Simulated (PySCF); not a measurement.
## GeB⁻: from constants to spectrum

ROHF-CCSD(T) constants of GeB⁻, ³Π (triplet), unpaired electrons σ ↑, π ↑ (PySCF, no relativity, basis sets Ge def2-TZVPPD, B def2-TZVPPD; masses 73.9212 and 11.0093 u):

- ωe: 692.0 cm⁻¹
- ωexe: 4.16 cm⁻¹
- Be: 0.46931 cm⁻¹
- αe: 0.00380 cm⁻¹

What force constant and bond length do these constants imply?

Reduced mass μred = 9.5822 u; k = 5.8918×10⁻⁷·μred·ωe² (u, cm⁻¹, mdyn/Å) = 2.70 mdyn/Å; Re = √(16.8576/(μred·Be)) (u, cm⁻¹, Å) = 1.936 Å.

Estimate the centrifugal constant D from the Kratzer relation and find the Dunham coefficient a1.

D = 4Be³/ωe² = 8.63e-07 cm⁻¹; a1 = −1 − αeωe/(6Be²) = -2.99.

Correlated steps freeze 10 core orbitals. Spin–orbit coupling is left out. The state was picked by a PBE0 search and need not be the measured ground state.
